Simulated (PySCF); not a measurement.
Working out the ionisation energy of Bi

Bi [Xe] 4f14 5d10 6s2 6p3 (4S) → Bi⁺ [Xe] 4f14 5d10 6s2 6p2 (3P). All numbers are calculated (PySCF 2.14, scalar relativity through the core potential, in aug-cc-pwCVDZ-PP with ECP60MDF). Frozen: nothing. Energies in hartree (1 hartree = 27.21139 eV):

```json
{"part": "UHF", "Bi (lower)": "-213.591532", "Bi⁺ (upper)": "-213.289222"}
{"part": "MP2 opposite-spin", "Bi (lower)": "-0.289016", "Bi⁺ (upper)": "-0.284233"}
{"part": "MP2 same-spin", "Bi (lower)": "-0.171816", "Bi⁺ (upper)": "-0.161817"}
```

**Question.** What does Hartree-Fock give?

**Answer.** (-213.289222) − (-213.591532) = 0.302310 hartree = 8.226 eV.

**Question.** What do MP2 and SCS-MP2 (6/5 opposite-spin, 1/3 same-spin) give?

**Answer.** The opposite-spin parts differ by 0.130 eV and the same-spin parts by 0.272 eV. MP2: 8.226 + (0.130) + (0.272) = 8.628 eV. SCS-MP2: 8.226 + 1.2 × (0.130) + (0.272)/3 = 8.473 eV.

Reference: 7.286 eV (measured; NIST Atomic Spectra Database, ionization energies), between the lowest levels; spin-orbit coupling is absent from the calculation.

A double-zeta basis recovers only part of the correlation energy.

What remains against the reference includes basis incompleteness and correlation beyond second order.
